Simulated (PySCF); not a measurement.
# Electron correlation in Ge²⁺ (germanium, charge +2)

[Ar] 3d10 4s1 5s1, high-spin 3S determinant (an excited configuration). Calculation: PySCF 2.14, in aug-cc-pVTZ-PP with ECP10MDF (6s5p4d2f, 55 functions); scalar relativity through the core potential. Frozen: 3s2 3p6 3d10; 2 electrons correlated.

With two correlated electrons CCSD is exact within the correlated space (frozen core and kept virtual orbitals).

| level | correlation energy (mhartree) |
| --- | --- |
| CCSD | -7.34 |

Diagnostics: T1 = 0.0062, D1 = 0.0123, largest double amplitude 0.055.

The outer electron is Rydberg-like, and this basis confines it to a smaller radius and binds it less than a complete one would.

Cost of the coupled-cluster step: about 0.7 core-seconds, for 2 correlated electrons.

Iterations:

```
CC2 = 0
CCSD nocc = (np.int64(2), np.int64(0)), nmo = (46, 46)
frozen orbitals [[0, 1, 2, 3, 4, 5, 6, 7, 8], [0, 1, 2, 3, 4, 5, 6, 7, 8]]
max_cycle = 100
direct = 0
conv_tol = 1e-08
conv_tol_normt = 1e-06
diis_space = 8
diis_start_cycle = 0
Init t2, MP2 energy = -0.00417683529305958
Init E_corr(UCCSD) = -0.00417683529339361
cycle = 1  E_corr(UCCSD) = -0.00586084141187943  dE = -0.00168400612  norm(t1,t2) = 0.027575
cycle = 2  E_corr(UCCSD) = -0.00662139461687743  dE = -0.000760553205  norm(t1,t2) = 0.013598
cycle = 3  E_corr(UCCSD) = -0.00734152562653788  dE = -0.00072013101  norm(t1,t2) = 0.00679404
cycle = 4  E_corr(UCCSD) = -0.00733419021439179  dE = 7.33541215e-06  norm(t1,t2) = 0.000238941
cycle = 5  E_corr(UCCSD) = -0.00733542910209099  dE = -1.2388877e-06  norm(t1,t2) = 4.15434e-05
cycle = 6  E_corr(UCCSD) = -0.00733494029629438  dE = 4.88805797e-07  norm(t1,t2) = 6.49266e-06
cycle = 7  E_corr(UCCSD) = -0.00733508986528137  dE = -1.49568987e-07  norm(t1,t2) = 1.37487e-06
cycle = 8  E_corr(UCCSD) = -0.00733506738124414  dE = 2.24840372e-08  norm(t1,t2) = 2.20287e-07
cycle = 9  E_corr(UCCSD) = -0.0073350682348216  dE = -8.53577469e-10  norm(t1,t2) = 2.09666e-08
UCCSD converged
E(UCCSD) = -291.8606642257267  E_corr = -0.007335068234821604
```
